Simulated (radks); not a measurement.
Problem. Numerical settings for the selenium ion Se+, [Ar] 3d10 4s2 4p3. All-electron calculation, Dirac Kohn-Sham, LDA (Slater exchange, Perdew-Wang correlation), spin-unpolarised, spherical densities, finite nucleus; open shells are shared between the two j in proportion to 2j + 1; Fermi nuclear charge, rms radius 4.14 fm. Program: a radial shooting solver on a logarithmic mesh with Libxc functionals. The defaults (mesh step 0.008 in ln r, mesh end at 40 bohr or more with all orbitals vanishing there, Anderson mixing 0.5 over 9 steps, residual threshold near 1e-9 with the energy settled to 1e-9 hartree or 1e-11 of itself, here a cap of 90 iterations) give E = -2426.5145 hartree and 4p3/2 at -15.434 eV in 14 iterations. Run on one thread of a shared host, so times are rough (Arm Neoverse V2): 0.1 s of CPU time, 0.1 s wall, 14 iterations on 2259 mesh points. One setting is changed at a time: mesh step in ln r 0.012; mesh step in ln r 0.02; mesh step in ln r 0.005; mesh end (bohr) 3; mesh end (bohr) 5; residual threshold 0.001; residual threshold 1e-16; mixing 0.01; linear mixing, mixing 0.5; linear mixing, mixing 1; mixing history 3; iteration cap 5. Which runs fail to converge, and which converge to a wrong energy?

Solution. Not converged within the cap: residual threshold 1e-16; linear mixing, mixing 1; iteration cap 5. Settings that end as converged yet miss the energy by more than 1 mhartree: mesh end (bohr) 3 (+0.971 hartree); mesh end (bohr) 5 (+0.0257 hartree).
